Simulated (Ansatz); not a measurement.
One change: `C=C/N=C/O[SiH3]` becomes `BN/C=N/C=C`.

Ansatz, PBE0-D4/def2-TZVP geometries, multiplicity 1. Each molecule was computed in one conformer, which needn't be the lowest.

| property | `C=C/N=C/O[SiH3]` |
| --- | --- |
| HOMO–LUMO gap (PBE0/def2-TZVPP) / eV | 6.13 |
| HOMO energy (PBE0/def2-TZVPP) / eV | -6.88 |
| size of the dipole moment (ωB97M-V/def2-TZVPP) / D | 0.92 |
| LUMO energy (ωB97M-V/def2-TZVPP) / eV | 1.36 |
| LUMO energy (PBE0/def2-TZVPP) / eV | -0.75 |
| HOMO energy (PBE/def2-TZVPP) / eV | -5.85 |

(1) What does the change do to each property? (Estimate.)

Results:

(1) The calculation gave: 
| property | `BN/C=N/C=C` | shift |
| --- | --- | --- |
| HOMO–LUMO gap (PBE0/def2-TZVPP) / eV | 5.46 | -0.67 |
| HOMO energy (PBE0/def2-TZVPP) / eV | -6.74 | 0.14 |
| size of the dipole moment (ωB97M-V/def2-TZVPP) / D | 2.66 | 1.74 |
| LUMO energy (ωB97M-V/def2-TZVPP) / eV | 0.72 | -0.64 |
| LUMO energy (PBE0/def2-TZVPP) / eV | -1.28 | -0.53 |
| HOMO energy (PBE/def2-TZVPP) / eV | -5.65 | 0.20 |

With PBE0 the HOMO rises by 0.14 eV and the LUMO falls by 0.53 eV, so the gap narrows by about 0.67 eV. PBE moves the HOMO by 0.20 eV and ωB97M-V by 0.08 eV. Dipoles are sizes alone; their direction can turn.
